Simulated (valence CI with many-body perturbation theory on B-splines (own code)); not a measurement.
# E1 line list for Cd34+

Method: relativistic CI+MBPT: four valence electrons over a frozen Dirac-Fock core [Ne], a basis of 11 s, 11 p, 10 d, 8 f, 5 g, 2 h functions for each j, with the one-electron correlation potential Σ1, the two-electron term Σ2, the three-electron term Σ3, Breit, model QED; selected CI, second order for the rest, scaled by the run's own slope (own B-spline code, finite nucleus).

The last digits are not significant, and no measured levels were compared; by estimate large intervals hold to a few tenths of a per cent, small ones and those within an open d or f shell to about a per cent. Among the levels kept, up to 700 cm⁻¹ of a level comes from second order outside the variational space, and about a tenth of that is noise between levels of different J, which matters for small intervals.

Lines 1 to 50 of 543 in falling wavelength, among levels below 4007.2 × 10³ cm⁻¹, chosen from the strongest by gf and those to the six lowest levels. Wavelengths and rates use the calculated energies. Electric multipoles are in the length gauge, E1 and E2 with the static RPA response of the core. Weak lines are less certain than strong ones. Lines between different terms over intervals too small for the method are left out, as are lines whose strength nearly cancels. Where a level lies close to another of its J and parity, the split of strength between their lines is uncertain. The highest levels of a list are the least certain.

Levels are named by their leading jj configuration (3d3/2^4 stands for four electrons in 3d with j = 3/2), which in mixed levels can hold well under half, so a name can repeat and another be missing. Letters in brackets count levels of one name in rising energy.

| λ vac (Å) | Upper | Lower | A (s⁻¹) | log gf | Branch % |
| --- | --- | --- | --- | --- | --- |
| 363.3 | (3s 3p1/2^2 3p3/2) J=2 | (3s^2 3p3/2^2) J=2 | 8.26e+06 | -3.09 | 0.2 |
| 315.7 | (3s 3p1/2^2 3p3/2) J=1 | (3s^2 3p3/2^2) J=0 | 1.06e+07 | -3.32 | 0.0 |
| 241.1 | (3s 3p1/2^2 3p3/2) J=1 | (3s^2 3p3/2^2) J=2 | 1.38e+08 | -2.44 | 0.3 |
| 189.0 | (3s 3p1/2 3d3/2 3d5/2) J=5 [a] | (3s 3p3/2^2 3d5/2) J=4 [b] | 1.38e+09 | -1.09 | 2.1 |
| 175.4 | (3s 3p1/2 3p3/2^2) J=2 [a] | (3s^2 3p3/2^2) J=2 | 2.94e+08 | -2.17 | 6.7 |
| 167.7 | (3s 3p1/2 3d3/2 3d5/2) J=5 [b] | (3s^2 3d3/2 3d5/2) J=4 | 3.83e+09 | -0.75 | 2.9 |
| 165.2 | (3s^2 3p1/2 3d3/2) J=2 | (3s^2 3p3/2^2) J=2 | 1.87e+08 | -2.42 | 92.9 |
| 163.9 | (3s 3p1/2 3d5/2^2) J=5 | (3s 3p3/2^2 3d5/2) J=4 [b] | 2.52e+09 | -0.95 | 3.9 |
| 157.6 | (3s 3p1/2^2 3p3/2) J=2 | (3s^2 3p1/2 3p3/2) J=2 | 1.97e+09 | -1.44 | 39.5 |
| 155.4 | (3s 3p1/2 3p3/2^2) J=3 | (3s^2 3p3/2^2) J=2 | 2.52e+09 | -1.20 | 64.6 |
| 155.0 | (3s 3p1/2 3p3/2 3d5/2) J=5 | (3s^2 3p3/2 3d5/2) J=4 | 4.10e+09 | -0.79 | 100.0 |
| 151.2 | (3s 3p1/2 3p3/2^2) J=1 [a] | (3s^2 3p3/2^2) J=0 | 8.24e+08 | -2.07 | 0.4 |
| 147.5 | (3s 3p1/2^2 3p3/2) J=2 | (3s^2 3p1/2 3p3/2) J=1 | 3.01e+09 | -1.31 | 60.3 |
| 146.0 | (3p1/2^2 3p3/2 3d5/2) J=4 | (3s 3p1/2 3p3/2 3d5/2) J=3 [d] | 3.78e+09 | -0.96 | 3.4 |
| 144.2 | (3p1/2^2 3p3/2 3d5/2) J=4 | (3s 3p1/2 3p3/2 3d5/2) J=4 [d] | 2.74e+09 | -1.11 | 2.5 |
| 142.3 | (3p1/2 3p3/2^2 3d5/2) J=3 [b] | (3s 3p3/2^2 3d5/2) J=2 [b] | 4.34e+09 | -1.04 | 2.0 |
| 138.6 | (3p1/2^2 3p3/2 3d5/2) J=4 | (3s 3p1/2 3p3/2 3d5/2) J=3 [c] | 4.04e+09 | -0.98 | 3.7 |
| 138.5 | (3s^2 3p1/2 3d3/2) J=1 | (3s^2 3p3/2^2) J=0 | 1.45e+09 | -1.90 | 0.6 |
| 132.6 | (3p1/2 3p3/2^2 3d5/2) J=4 [a] | (3s 3p3/2^2 3d5/2) J=5 | 5.34e+09 | -0.90 | 5.8 |
| 131.7 | (3s 3p1/2 3p3/2^2) J=1 [a] | (3s^2 3p3/2^2) J=2 | 1.37e+09 | -1.97 | 0.7 |
| 130.3 | (3s 3p1/2 3d5/2^2) J=3 | (3s 3p3/2^2 3d5/2) J=2 [a] | 4.85e+09 | -1.06 | 2.8 |
| 129.2 | (3s 3p1/2^2 3p3/2) J=1 | (3s^2 3p1/2 3p3/2) J=2 | 7.33e+09 | -1.26 | 15.1 |
| 127.8 | (3s 3p1/2 3d3/2 3d5/2) J=3 [b] | (3s 3p3/2^2 3d5/2) J=4 [a] | 4.99e+09 | -1.07 | 3.3 |
| 127.3 | (3s 3p1/2 3p3/2^2) J=2 [b] | (3s^2 3p3/2^2) J=2 | 1.57e+09 | -1.72 | 2.6 |
| 126.5 | (3s 3p1/2 3p3/2^2) J=1 [b] | (3s^2 3p3/2^2) J=0 | 2.31e+09 | -1.78 | 0.9 |
| 126.4 | (3p1/2^2 3p3/2^2) J=2 | (3s 3p1/2 3p3/2^2) J=3 | 1.26e+10 | -0.82 | 30.9 |
| 125.7 | (3p1/2^2 3p3/2 3d5/2) J=2 | (3s 3p1/2 3p3/2 3d5/2) J=2 [b] | 1.11e+10 | -0.88 | 10.1 |
| 125.0 | (3s 3p1/2 3d5/2^2) J=5 | (3s 3p3/2^2 3d5/2) J=5 | 6.45e+09 | -0.78 | 10.0 |
| 124.8 | (3s^2 3p1/2 3d5/2) J=3 | (3s^2 3p3/2^2) J=2 | 1.18e+09 | -1.71 | 2.6 |
| 123.9 | (3p1/2^2 3p3/2 3d3/2) J=3 | (3s 3p1/2 3p3/2 3d5/2) J=3 [a] | 5.99e+09 | -1.02 | 5.6 |
| 123.9 | (3s 3p1/2 3p3/2 3d5/2) J=2 [b] | (3s^2 3p3/2 3d5/2) J=2 [a] | 8.35e+09 | -1.02 | 4.8 |
| 122.3 | (3s 3p1/2^2 3p3/2) J=1 | (3s^2 3p1/2 3p3/2) J=1 | 1.50e+09 | -2.00 | 3.1 |
| 122.2 | (3s 3p1/2 3d3/2 3d5/2) J=3 [e] | (3s 3p3/2^2 3d3/2) J=4 | 6.96e+09 | -0.96 | 3.0 |
| 121.9 | (3s^2 3p1/2 3d3/2) J=1 | (3s^2 3p3/2^2) J=2 | 5.42e+07 | -3.44 | 0.0 |
| 121.2 | (3s 3p1/2 3d3/2^2) J=3 [b] | (3s 3p1/2 3p3/2 3d5/2) J=4 [c] | 8.10e+09 | -0.90 | 8.7 |
| 119.9 | (3p1/2 3p3/2^2 3d5/2) J=3 [a] | (3s 3p3/2^2 3d5/2) J=4 [a] | 1.00e+10 | -0.82 | 6.3 |
| 119.8 | (3p1/2^2 3p3/2 3d5/2) J=2 | (3s 3p1/2 3p3/2 3d5/2) J=3 [b] | 1.79e+10 | -0.71 | 16.4 |
| 118.5 | (3s 3p1/2 3d3/2 3d5/2) J=2 [c] | (3s 3p3/2^2 3d3/2) J=3 [a] | 9.08e+09 | -1.02 | 3.6 |
| 115.5 | (3p1/2^2 3p3/2 3d3/2) J=3 | (3s 3p1/2 3p3/2 3d5/2) J=4 [b] | 1.79e+10 | -0.60 | 16.8 |
| 115.3 | (3s^2 3p1/2 3d5/2) J=2 | (3s^2 3p3/2^2) J=2 | 3.49e+09 | -1.46 | 1.8 |
| 114.6 | (3s 3p1/2 3d5/2^2) J=5 | (3s 3p3/2^2 3d5/2) J=4 [a] | 4.04e+09 | -1.06 | 6.3 |
| 113.5 | (3p1/2^2 3p3/2 3d3/2) J=2 | (3s 3p1/2 3p3/2 3d3/2) J=3 [a] | 1.98e+10 | -0.72 | 30.2 |
| 113.4 | (3p1/2^2 3p3/2 3d5/2) J=4 | (3s 3p1/2 3p3/2 3d5/2) J=5 | 3.15e+10 | -0.26 | 28.7 |
| 112.5 | (3s 3p1/2 3p3/2^2) J=1 [b] | (3s^2 3p3/2^2) J=2 | 4.37e+09 | -1.60 | 1.6 |
| 112.4 | (3p1/2 3p3/2^2 3d5/2) J=4 [b] | (3s 3p3/2^2 3d5/2) J=4 [a] | 1.53e+10 | -0.58 | 9.9 |
| 112.3 | (3p1/2^2 3p3/2 3d5/2) J=4 | (3s 3p1/2 3p3/2 3d5/2) J=3 [a] | 6.08e+09 | -0.99 | 5.5 |
| 112.1 | (3p1/2^2 3p3/2 3d3/2) J=3 | (3s 3p1/2 3p3/2 3d5/2) J=4 [a] | 1.47e+10 | -0.71 | 13.8 |
| 111.9 | (3p1/2^2 3p3/2 3d5/2) J=2 | (3s 3p1/2 3p3/2 3d5/2) J=1 [a] | 1.29e+10 | -0.92 | 11.8 |
| 107.6 | (3s 3p1/2 3p3/2^2) J=2 [a] | (3s^2 3p1/2 3p3/2) J=2 | 1.29e+08 | -2.95 | 3.0 |
| 107.0 | (3s 3p1/2 3d3/2 3d5/2) J=5 [b] | (3s 3p3/2^2 3d5/2) J=5 | 1.07e+10 | -0.70 | 8.1 |

**Question.** How does gf follow from A for the line at 111.9 Å?

**Answer.** gf = 1.4992 × (2J+1)_upper × A / σ², with σ = 893334 cm⁻¹ and 2J+1 = 5: gf = 0.121.
